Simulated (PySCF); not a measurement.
A PySCF script (with the pyscf-properties extension) for the NMR shieldings of SMILES CSc1ccccn1, C6H7NS, on a GFN2-xTB geometry:

```python
import basis_set_exchange as bse
import numpy as np
from pyscf import gto, dft
from pyscf.prop import nmr

atoms = """
C     2.851550   -0.314237    0.024702
S     1.873471    1.189097    0.282199
C     0.251868    0.539201    0.108130
C    -0.843497    1.394613    0.240680
C    -2.104228    0.854262    0.099578
C    -2.232287   -0.505683   -0.165236
C    -1.077679   -1.258519   -0.276912
N     0.138158   -0.753665   -0.144524
H     3.893965   -0.025593    0.111690
H     2.637727   -0.707908   -0.963476
H     2.584059   -1.041589    0.784059
H    -0.685530    2.440989    0.446343
H    -2.979552    1.480259    0.194057
H    -3.202023   -0.962510   -0.281001
H    -1.110414   -2.320728   -0.482202
"""
names = dict.fromkeys(["C", "S", "N", "H"], "pcSseg-1")
basis = {el: gto.basis.parse(bse.get_basis(n, elements=[el], fmt="nwchem")) for el, n in names.items()}
mol = gto.M(atom=atoms, basis=basis, charge=0, verbose=0)
mf = dft.RKS(mol, xc="PBE0")
mf.grids.level = 2
mf.grids.alignment = dft.numint.BLKSIZE   # the property module wants whole blocks of grid points
mf.conv_tol = 1e-9
mf.kernel()

calc = nmr.RKS(mf)   # GIAO
C = mf.mo_coeff
Co = C[:, mf.mo_occ > 0]
resp = mf.gen_response(singlet=True, hermi=2)
def vind(x):   # induced exchange potential for any number of trial vectors
    d = np.einsum("pi,xij,qj->xpq", C, 2 * x.reshape(-1, C.shape[1], Co.shape[1]), Co, optimize=True)
    return np.einsum("xpq,pi,qj->xij", resp(d - d.transpose(0, 2, 1)), C, Co, optimize=True).ravel()
mo1, _ = nmr.rhf.solve_mo1(calc, with_cphf=vind)
sigma = calc.kernel(mo1)
for i, s in enumerate(sigma):   # ppm
    print("%2d %-2s %9.2f" % (i, mol.atom_pure_symbol(i), np.trace(s) / 3))
```

**Question.** What does it print?

**Answer.** 
```
 0 C     167.22
 1 S     458.13
 2 C      17.66
 3 C      61.05
 4 C      45.85
 5 C      64.82
 6 C      31.65
 7 N     -68.29
 8 H      29.71
 9 H      28.93
10 H      28.93
11 H      24.34
12 H      24.02
13 H      24.75
14 H      23.02
```

These numbers come from an equivalent density-fitted implementation of the same equations, which agrees with the script to about 0.01 ppm for H and up to a few tenths of a ppm for heavy atoms, so last digits may differ.

**Question.** Turn these shieldings into chemical shifts. Shifts are taken against calculated references (same method and geometry level): 13C (σref 186.93) and 1H (σref 31.72) vs TMS; 33S (σref 503.73) against CS2; 15N (σref 267.73) against NH3.

**Answer.** Averaging equivalent atoms: C 2: 169.3; C 6: 155.3; C 4: 141.1; C 3: 125.9; C 5: 122.1; C 0: 19.7; S 1: 46; N 7: 336.0; H 14: 8.70; H 12: 7.70; H 11: 7.37; H 13: 6.97; H 8/9/10: 2.53 ppm. Experimental scales use liquid or dissolved standards, which lie at an offset from isolated NH3 (liquid NH3: subtract about 20 ppm). Unscaled 15N shifts of sp2 nitrogen come out 20 to 40 ppm too high even then.

Size and cost of the density-fitted run: 178 basis functions, 23 s wall time (20 s CPU) on 1 thread of an x86-64 server CPU, shared host.
